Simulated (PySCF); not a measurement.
H3B, SMILES `B` (charge 0, multiplicity 1)

The numbers are results of PySCF 2.14.0 with CAM-B3LYP-D3(BJ)/def2-TZVP, not measurements.

| Property | Result |
|---|---|
| HOMO | -11.46 eV |
| dipole moment | 0.00 D |
| HOMO–LUMO gap | 10.58 eV |
| LUMO | -0.88 eV |
| vertical ionisation energy (Delta-SCF) | 13.19 eV |
| total energy | -723.61 eV |
| cost | around 4 core-seconds (rough) |

```xyz
4

B      0.0000     0.0000    -0.0001
H     -0.9095    -0.7616     0.0719
H     -0.2026     1.1709     0.0182
H      1.1121    -0.4093    -0.0899
```
